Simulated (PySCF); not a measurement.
A structure optimised at PBE-D3(BJ)/def2-TZVPD, used in a PySCF frequency run:

```xyz
3

Zn     0.0000     0.0000     0.0000
H      0.0000     0.0000    -1.5458
H      0.0000     0.0000     1.5458
```

Problem. Write its SMILES, formula and point group.

Solution. [ZnH2], H₂Zn, D∞h

Problem. What are its rotational constants (standard atomic weights)?

Solution. 104.90 GHz (linear rotor, B only)
